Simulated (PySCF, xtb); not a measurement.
Cl2HSi, SMILES Cl[SiH]Cl (connectivity only; charge and spin as stated), charge +1, multiplicity 1.

GFN2-xTB run with xtb at its own geometry gives an orbital gap of 4.45 eV.

Geometry optimised at TPSSh-D3(BJ)/def2-TZVP. The multiplicity is an assumed one; other spin states were not compared. The isomer is the one that the SMILES or the coordinates give; other isomers of the formula were not compared.

Q: What does PBE/def2-TZVPD in PySCF give? (Estimate from the structure and the level; the computed values follow.)

A: gap 4.78 eV (levels -14.54 and -9.76 eV).
